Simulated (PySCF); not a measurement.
C4H3ClF2, SMILES Cl/C(=C/F)C(=C)F.

Geometry optimised at B3LYP-D3(BJ)/def2-SVP. The structure was generated by enumeration; whether it is a known compound was not checked. Other conformers were not sampled.

These are PySCF with r2SCAN/def2-TZVP values and carry that method's errors.

Symmetry labels are those of the subgroup Cs that the program uses (full group Cs).

Computed valence orbital energies around the gap with their symmetry:
| orbital | symmetry | energy (eV) |
|---|---|---|
| HOMO−7 | A' | -11.82 |
| HOMO−6 | A' | -10.67 |
| HOMO−5 | A' | -10.31 |
| HOMO−4 | A" | -9.76 |
| HOMO−3 | A' | -9.44 |
| HOMO−2 | A' | -8.34 |
| HOMO−1 | A" | -7.41 |
| HOMO | A" | -6.21 |
| LUMO | A" | -2.20 |
| LUMO+1 | A' | -0.79 |
| LUMO+2 | A" | 0.90 |
| LUMO+3 | A' | 1.91 |
